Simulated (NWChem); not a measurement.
The numbers come from NWChem runs, not from measurements. System: GaO, charge 1, spin multiplicity 3, at the geometry of a parent with another charge or spin, in a state set for the comparison that need not be this species' ground state. Its SCF solution wasn't tested for a lower state. Level: UHF/def2-TZVPD.

NWChem printed:

```
             Northwest Computational Chemistry Package (NWChem) 7.3.0
             --------------------------------------------------------

                                NWChem Input Module
                                -------------------

 Scaling coordinates for geometry "geometry" by  1.889725989
 (inverse scale =  0.529177249)

 Turning off AUTOSYM since
 SYMMETRY directive was detected!

                             Geometry "geometry" -> ""
                             -------------------------

 Output coordinates in angstroms (scale by  1.889725989 to convert to a.u.)

  No.       Tag          Charge          X              Y              Z
 ---- ---------------- ---------- -------------- -------------- --------------
    1 Ga                  31.0000     0.00000000     0.00000000     0.35116900
    2 O                    8.0000     0.00000000     0.00000000    -1.36078100

 Effective nuclear repulsion energy (a.u.)      76.6587562440

            Nuclear Dipole moment (a.u.)
            ----------------------------
        X                 Y               Z
 ---------------- ---------------- ----------------
     0.0000000000     0.0000000000    -0.0000170075

      Symmetry information
      --------------------

 Group name             C2v
 Group number             16
 Group order               4
 No. of unique centers     2

      Symmetry unique atoms

     1    2


 Summary of "ao basis" -> "" (spherical)
 ------------------------------------------------------------------------------
       Tag                 Description            Shells   Functions and Types
 ---------------- ------------------------------  ------  ---------------------
 *                         def2-tzvpd                 on all atoms

 Summary of "ao basis" -> "ao basis" (spherical)
 ------------------------------------------------------------------------------
       Tag                 Description            Shells   Functions and Types
 ---------------- ------------------------------  ------  ---------------------
 Ga                        def2-tzvpd               18       54   7s5p5d1f
 O                         def2-tzvpd               14       40   6s4p3d1f

                                 NWChem SCF Module
                                 -----------------

  ao basis        = "ao basis"
  functions       =    94
  atoms           =     2
  alpha electrons =    20
  beta  electrons =    18
  charge          =   1.00
[...]
 Vector   19  Occ=0.000000D+00  E=-2.880008D-01  Symmetry=a1
              MO Center= -3.9D-13, -3.8D-15,  5.9D-01, r^2= 2.9D+00
   Bfn.  Coefficient  Atom+Function         Bfn.  Coefficient  Atom+Function
  ----- ------------  ---------------      ----- ------------  ---------------
     6      0.540720  1 Ga s                  5      0.339910  1 Ga s
    19      0.251902  1 Ga pz                22      0.203277  1 Ga pz
    63     -0.199554  2 O  pz                 4     -0.188512  1 Ga s
    66     -0.183770  2 O  pz

 Vector   20  Occ=0.000000D+00  E=-2.277760D-01  Symmetry=b1
              MO Center=  6.3D-13,  1.0D-14, -4.0D-01, r^2= 3.1D+00
   Bfn.  Coefficient  Atom+Function         Bfn.  Coefficient  Atom+Function
  ----- ------------  ---------------      ----- ------------  ---------------
    20      0.437966  1 Ga px                17      0.342311  1 Ga px
    61      0.197460  2 O  px                64      0.185977  2 O  px
    67      0.174507  2 O  px

 Vector   21  Occ=0.000000D+00  E=-1.571186D-01  Symmetry=b2
              MO Center= -2.3D-16,  3.8D-16,  5.6D-01, r^2= 4.3D+00
   Bfn.  Coefficient  Atom+Function         Bfn.  Coefficient  Atom+Function
  ----- ------------  ---------------      ----- ------------  ---------------
    21      0.737235  1 Ga py                18      0.371039  1 Ga py
    68     -0.177630  2 O  py

 center of mass
 --------------
 x =   0.00000000 y =   0.00000000 z =   0.05427470

 moments of inertia (a.u.)
 ------------------
         135.871917749833           0.000000000000           0.000000000000
           0.000000000000         135.871917749833           0.000000000000
           0.000000000000           0.000000000000           0.000000000000

  Mulliken analysis of the total density
  --------------------------------------

    Atom       Charge   Shell Charges
 -----------   ------   -------------------------------------------------------
    1 Ga  31    29.98   2.00  2.00  1.17  0.79  0.90  0.54 -0.02  5.98  4.43  1.56  0.47  0.05  8.90  1.14 -0.01  0.04 -0.00  0.03
    2 O    8     8.02   0.79  1.18  0.61  1.02  0.27 -0.08  1.73  1.83  0.66 -0.02  0.00  0.01  0.00  0.00

  Mulliken analysis of the alpha density
  --------------------------------------

    Atom       Charge   Shell Charges
 -----------   ------   -------------------------------------------------------
    1 Ga  31    15.35   1.00  1.00  0.59  0.39  0.59  0.41 -0.02  2.99  2.22  0.78  0.31  0.04  4.44  0.57 -0.00  0.02 -0.00  0.02
    2 O    8     4.65   0.40  0.59  0.32  0.52  0.12 -0.04  1.16  1.20  0.38 -0.02  0.00  0.01  0.00  0.00

   Mulliken analysis of the beta density
   -------------------------------------

    Atom       Charge   Shell Charges
 -----------   ------   -------------------------------------------------------
    1 Ga  31    14.63   1.00  1.00  0.58  0.40  0.32  0.13 -0.00  2.99  2.21  0.78  0.15  0.01  4.45  0.57 -0.01  0.02 -0.00  0.01
    2 O    8     3.37   0.40  0.59  0.29  0.50  0.14 -0.04  0.57  0.64  0.28 -0.00  0.00  0.01 -0.00  0.00

   Mulliken analysis of the spin density
   -------------------------------------

    Atom       Charge   Shell Charges
 -----------   ------   -------------------------------------------------------
    1 Ga  31     0.72   0.00  0.00  0.01 -0.02  0.27  0.28 -0.02  0.00  0.01 -0.00  0.16  0.02 -0.01  0.01  0.01 -0.00  0.00  0.01
    2 O    8     1.28   0.00 -0.00  0.03  0.02 -0.02  0.01  0.59  0.56  0.10 -0.02  0.00  0.00  0.00  0.00

       Multipole analysis of the density wrt the origin
       ------------------------------------------------

     L   x y z        total         alpha         beta         nuclear
     -   - - -        -----         -----         ----         -------
     0   0 0 0      1.000000    -20.000000    -18.000000     39.000000

     1   1 0 0     -0.000000     -0.000000     -0.000000      0.000000
     1   0 1 0      0.000000      0.000000     -0.000000      0.000000
     1   0 0 1      1.229824      1.338615     -0.108774     -0.000017

     2   2 0 0    -10.810389     -6.774637     -4.035752      0.000000
     2   1 1 0     -0.000000     -0.000000     -0.000000      0.000000
     2   1 0 1     -0.000000     -0.000000     -0.000000      0.000000
     2   0 2 0    -11.857525     -6.769324     -5.088201      0.000000
     2   0 1 1      0.000000      0.000000     -0.000000      0.000000
     2   0 0 2    -13.601264    -46.349986    -33.804165     66.552887

 Task  times  cpu:        1.7s     wall:        1.7s

 Total times  cpu:        1.7s     wall:        1.7s
```

Problem. Write an NWChem input that would produce this output.

Solution. One answer among several that fit: 
```
start mol
memory heap 200 mb stack 900 mb global 1100 mb
charge 1
geometry units angstroms nocenter noautoz
  Ga     0.000000     0.000000     0.351169
  O      0.000000     0.000000    -1.360781
  symmetry group C2v
end
basis spherical
  * library def2-tzvpd
end
scf
  uhf
  nopen 2
  maxiter 100
  thresh 1e-7
  semidirect memsize 60000000 filesize 0
  # guess.movecs holds the orbitals of an unrestricted PBE0 run
  vectors input guess.movecs output mol.movecs
end
task scf energy
```
